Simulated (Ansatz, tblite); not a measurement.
Cost and result up the ladder for `c1ccc2c(c1)-c1ccc3ccccc3c1-2` (26 atoms). Total charge 0; singlet. Geometry: PBE-D4/def2-SVP.

```xyz
26

C    -0.403    4.126    1.032
C    -1.056    3.879   -0.177
C    -1.085    2.576   -0.769
C    -0.428    1.584   -0.068
C     0.244    1.839    1.175
C     0.276    3.092    1.751
C     0.644    0.379    1.245
C     1.310   -0.625    1.955
C     1.285   -1.908    1.382
C     0.626   -2.189    0.151
C     0.617   -3.504   -0.409
C    -0.026   -3.769   -1.606
C    -0.699   -2.730   -2.315
C    -0.720   -1.440   -1.815
C    -0.066   -1.133   -0.583
C    -0.020    0.133    0.020
H    -0.409    5.146    1.445
H    -1.564    4.709   -0.692
H    -1.605    2.402   -1.722
H     0.785    3.310    2.703
H     1.827   -0.441    2.907
H     1.792   -2.741    1.894
H     1.136   -4.310    0.134
H    -0.021   -4.789   -2.019
H    -1.205   -2.963   -3.264
H    -1.237   -0.633   -2.356
```

Ansatz on 4 threads of Arm Neoverse V1 on a shared host; xTB runs through tblite on one thread. Times are rough, summed over both states, and most runs start from the orbitals of an earlier one. PBE0-D4/def2-SVP serves as the yardstick here, not as an exact answer. The other state is a triplet.

The xTB rows come from tblite.

xTB has no spin-polarisation term.

```csv
level,functions,wall time,vertical triplet (eV),difference from PBE0-D4/def2-SVP (eV)
GFN2-xTB,74,0.034 s,2.01,0.17
GFN1-xTB,84,0.04 s,1.99,0.15
PBE-D4/def2-SVP,274,19 s,1.76,-0.08
PBE0-D4/def2-SVP,274,34 s,1.84,0.00
```
